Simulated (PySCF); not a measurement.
# A survey of 29Si NMR shifts

Isolated molecule, fast rotation and ring inversion assumed for equivalent nuclei, one conformer, relativity neglected. Shieldings: GIAO PBE0/pcSseg-1; geometry from GFN2-xTB; PySCF.

Shieldings were converted by a linear fit to measured shifts: 29Si: δ = 279.94 − 0.822σ (rms 8.9 ppm, 72 shifts, 25.8 ppm with the 6 outliers that the fit left out vs TMS, solution or neat liquid). A few per cent of atoms miss by over 2 rms, more outside the fitted compound classes.

Question: Give the 29Si shifts of `C=C[Si@H](P)C1CCCC1`, `C[SiH](C)[Si]([SiH3])([SiH3])[SiH3]`, `C=C[Si@@H]([SiH2]N)N(C)C=O`, `C=C[Si@@]1(P)CC[C@@H]1CC`.

Answer: 
```csv
compound,environment,δ (ppm)
C=C[Si@H](P)C1CCCC1,"silicon bonded to 2 C, P, H",-18.1
[CH3:1][SiH:2]([CH3:3])[Si:4]([SiH3:5])([SiH3:6])[SiH3:7],"Si2: silicon bonded to 2 C, Si, H",-35.1
[CH3:1][SiH:2]([CH3:3])[Si:4]([SiH3:5])([SiH3:6])[SiH3:7],"Si5/6/7: silicon bonded to Si, 3 H (×3)",-98.4
[CH3:1][SiH:2]([CH3:3])[Si:4]([SiH3:5])([SiH3:6])[SiH3:7],Si4: silicon bonded to 4 Si,-140.4
[CH2:1]=[CH:2][Si@@H:3]([SiH2:4][NH2:5])[N:6]([CH3:7])[CH:8]=[O:9],"Si3: silicon bonded to C, N, Si, H",-37.2
[CH2:1]=[CH:2][Si@@H:3]([SiH2:4][NH2:5])[N:6]([CH3:7])[CH:8]=[O:9],"Si4: silicon bonded to N, Si, 2 H",-54.1
C=C[Si@@]1(P)CC[C@@H]1CC,"silicon bonded to 3 C, P, in a 4-membered ring",2.6
```

Question: Order these by 29Si shift, lowest first.
A. CN(C)[Si](N)(C#N)C#N
B. C=C[Si@@]1(P)CC[C@H]1CC
C. CCc1nc(O[SiH3])no1
D. C/C=C(\C=O)C[SiH2]Cl

Answer: A (-68.7 ppm, silicon bonded to 2 C, 2 N), C (-34.8 ppm, silicon bonded to O, 3 H), D (-19.3 ppm, silicon bonded to C, Cl, 2 H), B (8.7 ppm, silicon bonded to 3 C, P, in a 4-membered ring).
